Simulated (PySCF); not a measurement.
## 33S chemical shifts

Rapidly exchanging positions averaged, non-relativistic Hamiltonian, a single conformation, no solvent model. GIAO PBE0/pcSseg-1 shieldings; structure optimised with GFN2-xTB; PySCF 2.14.

Shieldings were converted by a linear fit to measured shifts: 33S: δ = 158.28 − 0.937σ (rms 33.3 ppm, 20 shifts vs sulfate, solution or neat liquid). A few per cent of atoms miss by over 2 rms, more outside the fitted compound classes.

Problem. Give the 33S shifts of `CC(C)[C@@H](C)CS(=O)(=O)Cl`, `CC(C)(C)CCS(=O)(=O)Cl`, `CS(=O)(=O)/C=C/SC(F)(F)F`, `CC(C)C(C)(C)S(=O)(=O)Cl`, `COc1ccc(S)s1`, `CC[Si@H](S[SiH3])S[SiH2]N`, `CC(=O)CSC=C=S`.

Solution. 
```tsv
compound	environment	δ (ppm)
CC(C)[C@@H](C)CS(=O)(=O)Cl	sulfonyl sulfur	13
CC(C)(C)CCS(=O)(=O)Cl	sulfonyl sulfur	19
[CH3:1][S:2](=[O:3])(=[O:4])/[CH:5]=[CH:6]/[S:7][C:8]([F:9])([F:10])[F:11]	S2: sulfone sulfur	-47
[CH3:1][S:2](=[O:3])(=[O:4])/[CH:5]=[CH:6]/[S:7][C:8]([F:9])([F:10])[F:11]	S7: sulfide sulfur	-154
CC(C)C(C)(C)S(=O)(=O)Cl	sulfonyl sulfur	58
[CH3:1][O:2][c:3]1[cH:4][cH:5][c:6]([SH:7])[s:8]1	S8: aromatic ring sulfur	-132
[CH3:1][O:2][c:3]1[cH:4][cH:5][c:6]([SH:7])[s:8]1	S7: thiol sulfur	-347
[CH3:1][CH2:2][Si@H:3]([S:4][SiH3:5])[S:6][SiH2:7][NH2:8]	S4: sulfur bonded to 2 Si	-560
[CH3:1][CH2:2][Si@H:3]([S:4][SiH3:5])[S:6][SiH2:7][NH2:8]	S6: sulfur bonded to 2 Si	-561
[CH3:1][C:2](=[O:3])[CH2:4][S:5][CH:6]=[C:7]=[S:8]	S8: thione sulfur	99
[CH3:1][C:2](=[O:3])[CH2:4][S:5][CH:6]=[C:7]=[S:8]	S5: sulfide sulfur	-369
```
